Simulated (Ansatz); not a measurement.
Frontier orbitals of `C#[C][In]([SiH3])[Cl]`.

Charge 0, multiplicity 1. Correlated methods include outer-core shells of In, which these sets cover unevenly. In: def2 effective core potential. All single points use the PBE0-D4/def2-TZVP geometry. Basis def2-TZVPP, the Gaussian-basis code of Ansatz.

```csv
functional,HOMO (eV),LUMO (eV)
r2SCANh,-7.51,-2.52
```

Task: Give HOMO and LUMO (eV) with LDA (SPW92), PBE, revPBE, BLYP, r2SCAN, B97M-V, PBE0, B3LYP, r2SCAN0, HSE06 (plane-wave form), BHLYP, CAM-B3LYP, LC-ωPBE, ωB97X-V, ωB97M-V, HF. (Best estimate.)

Result: Computed: 
```tsv
functional	HOMO	LUMO
LDA (SPW92)	-6.97	-3.19
PBE	-6.82	-2.92
revPBE	-6.76	-2.80
BLYP	-6.65	-2.84
r2SCAN	-7.08	-2.77
B97M-V	-7.13	-2.94
PBE0	-7.96	-2.22
B3LYP	-7.73	-2.45
r2SCAN0	-8.14	-2.14
HSE06 (plane-wave form)	-7.57	-2.59
BHLYP	-8.93	-1.51
CAM-B3LYP	-9.21	-1.35
LC-ωPBE	-10.52	-0.26
ωB97X-V	-10.18	-0.39
ωB97M-V	-10.01	-0.58
HF	-10.42	0.45
```

B3LYP here is the variant with VWN-RPA as its local correlation; programs differ in this. LC-ωPBE has ω = 0.4 bohr⁻¹.
